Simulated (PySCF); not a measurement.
# [Eu(NH3)3]3+ at several levels of theory

Computed with PySCF 2.14.0 (density fitting, no spin-orbit coupling) at the geometry relaxed with PBE:

```xyz
13
[Eu(NH3)3]3+ (singlet in the valence; each metal's 4f electrons, 6 of them, lie in its core potential, out of spins and levels)
Eu    0.0000    0.0000   -0.7783
N     2.3164   -0.0011    0.0120
H     2.5398   -0.6418    0.8076
H     3.0222   -0.2794   -0.7096
H     2.6835    0.9190    0.3467
N    -1.1572    2.0066    0.0120
H    -0.7141    2.5204    0.8076
H    -1.2692    2.7570   -0.7096
H    -2.1376    1.8644    0.3467
N    -1.1592   -2.0055    0.0120
H    -1.8257   -1.8786    0.8076
H    -1.7531   -2.4776   -0.7096
H    -0.5458   -2.7835    0.3467
```

| level | basis | state | HOMO (eV) | gap (eV) | charge on Eu1 (e) | population of f-type functions on Eu1 (polarisation alone where 4f lies in the core) | dipole about the centre of mass (D) | largest force component (eV/Å) |
| --- | --- | --- | --- | --- | --- | --- | --- | --- |
| PBE | Eu lcecp-1-SVP with ECP52, N def2-SVP, H def2-SVP | singlet | -22.87 | 5.63 | 1.72 | 0.03 | 2.77 | 0.01 |
| M06-L | the same | singlet | -23.18 | 6.57 | 1.95 | 0.03 | 2.45 | 0.42 |
| r2SCAN | the same | singlet | -23.19 | 6.45 | 1.84 | 0.03 | 2.60 | 0.28 |
| CAM-B3LYP | the same | singlet | -25.80 | 10.44 | 1.84 | 0.04 | 2.47 | 0.34 |
| PBE | Eu lcecp-1-TZVP with ECP52, N def2-TZVP, H def2-TZVP | singlet | -22.80 | 5.65 | 2.00 | 0.04 | 2.76 | 0.38 |

In the lcecp rows the 4f levels are missing from HOMO and gap, and the state counts the valence alone.

Charges are Mulliken's, which hang on the basis. The relaxation used the grid (50, 194), these runs (75, 302) or, all-electron (x2c bases, spin-free X2C Hamiltonian), (99, 590).

(1) What does HF with Eu lcecp-1-SVP with ECP52, N def2-SVP, H def2-SVP give here?

A frequency check found unstable modes (3, the lowest at -43 cm⁻¹), so the relaxed geometry is probably a saddle point. An lcecp potential fixes the number of 4f electrons, so in runs with it no electron can move into or out of that shell.

Results:

(1) state singlet, HOMO (eV) -28.12, gap (eV) 15.08, charge on Eu1 (e) 2.14, population of f-type functions on Eu1 (polarisation alone where 4f lies in the core) 0.04, dipole about the centre of mass (D) 2.06, largest force component (eV/Å) 1.42. Time: 3 s on 2 threads of Arm Neoverse V2, on a shared host, from an already converged density.
